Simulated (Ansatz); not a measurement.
Molecular dynamics of BrLi

Input file:

```yaml
crystal:
  periodic: [false, false, false]
  atoms:
    - { symbol: Li, position_ang: [-0.905193, 0.275944, -0.473411] }
    - { symbol: Br, position_ang: [0.934593, -0.336144, 0.477411] }
basis:
  gaussian: { orbitals: def2-SVP }
hamiltonian:
  xc: b3lyp
md:
  timestep: 2.0
  n_steps: 500
  ensemble: nvt_langevin
  temperature: 300.0
  initial_velocities: maxwell_boltzmann
  seed: 904470
  friction: 0.01
scf:
  lower_state_search: "off"
```

Launched with:

```bash
$ ansatz run input.yaml --threads 1 --pin off --max-ram 2048MiB --backend cpu --events-out ev --progress --plain --runs-dir out
```

It starts from a relaxed structure.

Output, in part (step lines, the closing report, with atoms numbered from 0):

```
md step     0: t =     0.00 fs  T =   150.0 K  F+E_penalty+E_count = -70245.33547476 eV  E_kin = 0.038778 eV  (12 SCF iters)
md step     1: t =     2.00 fs  T =   117.5 K  F+E_penalty+E_count = -70245.33396911 eV  E_kin = 0.030368 eV  (18 SCF iters)
md step     2: t =     4.00 fs  T =   111.7 K  F+E_penalty+E_count = -70245.33054912 eV  E_kin = 0.028888 eV  (14 SCF iters)
md step     3: t =     6.00 fs  T =   180.7 K  F+E_penalty+E_count = -70245.32518177 eV  E_kin = 0.046707 eV  (14 SCF iters)
md step     4: t =     8.00 fs  T =   196.0 K  F+E_penalty+E_count = -70245.31800956 eV  E_kin = 0.050676 eV  (14 SCF iters)
md step     5: t =    10.00 fs  T =   197.7 K  F+E_penalty+E_count = -70245.30798540 eV  E_kin = 0.051107 eV  (18 SCF iters)
md step     6: t =    12.00 fs  T =   143.9 K  F+E_penalty+E_count = -70245.29732150 eV  E_kin = 0.037196 eV  (14 SCF iters)
md step     7: t =    14.00 fs  T =    61.2 K  F+E_penalty+E_count = -70245.29103993 eV  E_kin = 0.015826 eV  (13 SCF iters)
[... lines left out ...]
md step   497: t =   994.00 fs  T =   204.2 K  F+E_penalty+E_count = -70245.33465822 eV  E_kin = 0.052796 eV  (14 SCF iters)
md step   498: t =   996.00 fs  T =   286.9 K  F+E_penalty+E_count = -70245.33332221 eV  E_kin = 0.074177 eV  (14 SCF iters)
md step   499: t =   998.00 fs  T =   328.8 K  F+E_penalty+E_count = -70245.33138904 eV  E_kin = 0.084994 eV  (14 SCF iters)
md step   500: t =  1000.00 fs  T =   323.4 K  F+E_penalty+E_count = -70245.32942898 eV  E_kin = 0.083611 eV  (13 SCF iters)
Total energy: -70245.32971030 eV, -2581.4682528589 hartree
Atom 0 at     0.837310     1.226185    -0.280297 Å, force     0.067904    -0.239909     0.157385 eV/Å
Atom 1 at     1.344206    -0.564715     0.894564 Å, force    -0.067904     0.239909    -0.157385 eV/Å
Dipole moment:    -0.330446     1.167488    -0.765893 e Å
```

The steps, from the saved trajectory:

```csv
time (fs),T (K),potential energy less start (eV)
0.0,150,0.000
32.0,304,0.003
64.0,286,0.002
96.0,430,0.024
128.0,352,0.011
160.0,351,0.024
192.0,605,0.011
224.0,184,0.007
256.0,703,0.016
288.0,249,0.000
320.0,286,0.000
352.0,582,0.013
384.0,284,0.007
416.0,192,0.000
448.0,183,0.000
480.0,239,0.002
512.0,185,0.016
544.0,148,0.031
576.0,222,0.032
608.0,164,0.039
640.0,571,0.016
672.0,536,0.011
704.0,315,0.000
736.0,228,0.005
768.0,202,0.006
800.0,421,0.009
832.0,280,0.002
864.0,66,0.001
896.0,50,0.000
928.0,63,0.000
960.0,182,0.006
992.0,195,0.000
```

The run went to its last step. A run of 1 ps of so small a system gives no equilibrium averages.

The same pairs are bonded in the first frame and the last. Pairs count as bonded within 1.25 times the sum of covalent radii (0.12 Å more for H–H).

Last frame:

```xyz
2
Properties=species:S:1:pos:R:3
Li 0.837 1.226 -0.280
Br 1.344 -0.565 0.895
```

Run time: 4.3 min on 1 CPU thread of a shared host.
